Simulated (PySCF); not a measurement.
Bond stretch in BO, doublet.

- ROKS-PBE0 = restricted open-shell PBE0/cc-pVDZ (PySCF)
- UKS-PBE = unrestricted PBE/cc-pVDZ run with PySCF 2.14.0
- ROKS-BHandHLYP = restricted open-shell BHandHLYP/cc-pVDZ in PySCF 2.14.0

Magnitude of the dipole moment (D; its direction can reverse along the curve, and a method can change to another solution) and Mulliken charge of the fragment that holds B1:

```csv
R / Å,μ ROKS-PBE0,q ROKS-PBE0,μ UKS-PBE,q UKS-PBE,μ ROKS-BHandHLYP,q ROKS-BHandHLYP
0.97,1.41,-0.23,1.27,-0.27,1.54,-0.19
1.02,1.57,-0.17,1.40,-0.21,1.72,-0.13
1.09,1.79,-0.08,1.57,-0.13,1.97,-0.04
1.12,1.87,-0.05,1.63,-0.10,2.08,-0.01
1.17,2.01,0.01,1.74,-0.05,2.25,0.05
1.20,2.09,0.04,1.80,-0.02,2.34,0.08
1.24,2.20,0.08,1.87,0.02,2.47,0.12
1.28,2.29,0.12,1.94,0.06,2.59,0.16
1.34,2.43,0.17,2.03,0.11,2.76,0.22
1.39,2.53,0.21,2.10,0.14,2.89,0.26
```

The scan ran from 0.97 to 4.82 Å; beyond the distances shown one of the unrestricted levels run for this scan, shown here or not, changes its spin distribution in one step.
